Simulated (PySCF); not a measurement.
## Working out the ionisation energy of Cl²⁺

Cl²⁺ [Ne] 3s2 3p3 (4S) → Cl³⁺ [Ne] 3s2 3p2 (3P). All numbers are calculated (PySCF 2.14, scalar relativity by spin-free X2C-1e, in dyall-av3z (19s12p3d2f, 84 functions)). Frozen: [Ne]; the 26 highest virtual orbitals dropped. Energies in hartree (1 hartree = 27.21139 eV):

```json
{"part": "UHF", "Cl²⁺ (lower)": "-459.641943", "Cl³⁺ (upper)": "-458.209966"}
{"part": "MP2 opposite-spin", "Cl²⁺ (lower)": "-0.072047", "Cl³⁺ (upper)": "-0.062057"}
{"part": "MP2 same-spin", "Cl²⁺ (lower)": "-0.026030", "Cl³⁺ (upper)": "-0.012053"}
```

Task: What does Hartree-Fock give?

Result: (-458.209966) − (-459.641943) = 1.431977 hartree = 38.966 eV.

Task: What do MP2 and SCS-MP2 (6/5 opposite-spin, 1/3 same-spin) give?

Result: The opposite-spin parts differ by 0.272 eV and the same-spin parts by 0.380 eV. MP2: 38.966 + (0.272) + (0.380) = 39.618 eV. SCS-MP2: 38.966 + 1.2 × (0.272) + (0.380)/3 = 39.419 eV.

A first-order spin-orbit estimate adds -0.101 eV to MP2 (valence), giving 39.517 eV against 39.8 ± 0.11 eV (semi-empirical (NIST evaluation); NIST Atomic Spectra Database, ionization energies).

What remains against the reference includes basis incompleteness, the frozen core and correlation beyond second order.
